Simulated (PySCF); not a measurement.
A calculated (r2SCAN, PySCF 2.14, dyall-av2z, the non-relativistic Hamiltonian (point nucleus)) atom or ion has these occupied shells.

| shell | electrons | orbital energy (eV) | rms radius, mean of both spins (bohr) |
| --- | --- | --- | --- |
| 1s | 2 | -29252.5 | 0.0345 |
| 2s | 2 | -4388.0 | 0.139 |
| 2p | 6 | -4109.8 | 0.121 |
| 3s | 2 | -887.32 | 0.367 |
| 3p | 6 | -771.39 | 0.360 |
| 3d | 10 | -557.17 | 0.332 |
| 4s | 2 | -170.94 | 0.873 |
| 4p | 6 | -131.38 | 0.924 |
| 4d | 10 | -65.190 | 1.10 |
| 5s | 2 | -37.571 | 2.22 |

Task: Name the element and its charge.

Result: Sb³⁺ (antimony, charge +3), in [Kr] 4d10 5s2, closed-shell 1S.
